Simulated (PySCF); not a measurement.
PySCF job for ZnCl2, SMILES [Cl][Zn][Cl], PBE/pcSseg-2. The structure is a stationary point at PBE-D3(BJ)/def2-TZVP. The isomer is the one that the SMILES or the coordinates give; other isomers of the formula were not compared.

```python
import numpy as np
from pyscf import gto, scf, dft
from pyscf.prop.nmr import rks as nmr

mol = gto.M(
    atom='''
    Zn    0.00000000    0.00000000    0.00000000
    Cl    0.00000000    0.00000000   -2.09045122
    Cl    0.00000000    0.00000000    2.09045122
    ''',
    basis='pcSseg-2',
    charge=0,
    spin=0,
    max_memory=1600,
    verbose=3,
)
mf = dft.RKS(mol, xc='pbe')
mf.grids.level = 3
mf.conv_tol = 1e-10
mf.max_cycle = 100
mf.kernel()
n = nmr.NMR(mf)
n.verbose = 2
n.max_cycle_cphf = 60
sigma = n.kernel()
print('atom   isotropic/ppm   span/ppm')
for i, s in enumerate(sigma):
    w = np.linalg.eigvalsh((s + s.T) / 2)
    print(f'{mol.atom_symbol(i):2s}{i + 1:3d} {w.mean():14.3f} {w[2] - w[0]:11.3f}')
```

It prints:

```
converged SCF energy = -2699.35605548048
atom   isotropic/ppm   span/ppm
Zn  1       1625.348    1359.788
Cl  2        977.179     266.964
Cl  3        977.179     266.964
```

Self-consistency was reached.

Cost: very roughly 26 core-seconds.
